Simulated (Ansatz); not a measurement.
Cost and result up the ladder for Sn(CCH)H3 (C2H4Sn) (7 atoms). The state is a singlet with charge 0. Geometry: PBE0-D4/def2-TZVP.

```xyz
7

Sn    0.4417   -0.3208   -1.0273
C    -0.3484    0.2532    0.8108
C    -0.8066    0.5859    1.8761
H    -1.2114    0.8799    2.8176
H    -0.7622   -0.1029   -2.2091
H     0.8946   -1.9568   -0.9181
H     1.7923    0.6616   -1.3499
```

Ansatz on 4 threads of Arm Neoverse V2 on a shared host. Times are rough, and most runs start from the orbitals of an earlier one. CAM-B3LYP-D4/def2-TZVP serves as the yardstick here, not as an exact answer. Differences are given only for rows in sets of like size (and for xTB, whose basis is part of the method), since another set adds its own error. Binding counts from free atoms at the same level (Sn triplet, C triplet, H doublet; other spins of the atoms weren't run), without zero-point energy or a counterpoise term.

In the def2 sets Sn takes a core potential; there is no spin–orbit coupling. LC-ωPBE has ω = 0.4 bohr⁻¹. Correlated methods freeze 6 core orbitals; core or outer-core shells of Sn are correlated, in sets that lack core-valence functions.

Correlated methods converge slowly with the basis.

```tsv
level	functions	wall time
PBE-D4/def2-SVP	74	0.4 s
LDA (SPW92)/def2-TZVP	136	0.45 s
PBE0-D4/def2-SVP	74	0.55 s
PBE-D4/def2-TZVP	136	0.7 s
BLYP-D4/def2-TZVP	136	0.75 s
MP2/def2-TZVP	136	0.75 s
PBE0-D4/def2-TZVP	136	0.85 s
LC-ωPBE/def2-TZVP	136	0.9 s
CAM-B3LYP-D4/def2-TZVP	136	1 s
r2SCANh-D4/def2-TZVP	136	1.6 s
r2SCAN0-D4/def2-TZVP	136	1.6 s
r2SCAN-D4/def2-TZVP (with forces)	136	1.6 s
B97M-V/def2-TZVP	136	2.9 s
CCSD(T)/def2-TZVPP	168	20 s
```

(1) Estimate what each level gives for the binding energy per atom (eV).

## Answers

(1) 
```json
{"level": "PBE-D4/def2-SVP", "binding energy per atom (eV)": "3.47", "difference from CAM-B3LYP-D4/def2-TZVP (eV)": "–"}
{"level": "LDA (SPW92)/def2-TZVP", "binding energy per atom (eV)": "3.91", "difference from CAM-B3LYP-D4/def2-TZVP (eV)": "0.48"}
{"level": "PBE0-D4/def2-SVP", "binding energy per atom (eV)": "3.41", "difference from CAM-B3LYP-D4/def2-TZVP (eV)": "–"}
{"level": "PBE-D4/def2-TZVP", "binding energy per atom (eV)": "3.48", "difference from CAM-B3LYP-D4/def2-TZVP (eV)": "0.04"}
{"level": "BLYP-D4/def2-TZVP", "binding energy per atom (eV)": "3.41", "difference from CAM-B3LYP-D4/def2-TZVP (eV)": "-0.02"}
{"level": "MP2/def2-TZVP", "binding energy per atom (eV)": "3.34", "difference from CAM-B3LYP-D4/def2-TZVP (eV)": "-0.10"}
{"level": "PBE0-D4/def2-TZVP", "binding energy per atom (eV)": "3.42", "difference from CAM-B3LYP-D4/def2-TZVP (eV)": "-0.02"}
{"level": "LC-ωPBE/def2-TZVP", "binding energy per atom (eV)": "3.41", "difference from CAM-B3LYP-D4/def2-TZVP (eV)": "-0.03"}
{"level": "CAM-B3LYP-D4/def2-TZVP", "binding energy per atom (eV)": "3.44", "difference from CAM-B3LYP-D4/def2-TZVP (eV)": "0.00"}
{"level": "r2SCANh-D4/def2-TZVP", "binding energy per atom (eV)": "3.40", "difference from CAM-B3LYP-D4/def2-TZVP (eV)": "-0.04"}
{"level": "r2SCAN0-D4/def2-TZVP", "binding energy per atom (eV)": "3.36", "difference from CAM-B3LYP-D4/def2-TZVP (eV)": "-0.07"}
{"level": "r2SCAN-D4/def2-TZVP (with forces)", "binding energy per atom (eV)": "3.42", "difference from CAM-B3LYP-D4/def2-TZVP (eV)": "-0.02"}
{"level": "B97M-V/def2-TZVP", "binding energy per atom (eV)": "3.48", "difference from CAM-B3LYP-D4/def2-TZVP (eV)": "0.04"}
{"level": "CCSD(T)/def2-TZVPP", "binding energy per atom (eV)": "3.38", "difference from CAM-B3LYP-D4/def2-TZVP (eV)": "-0.06"}
```
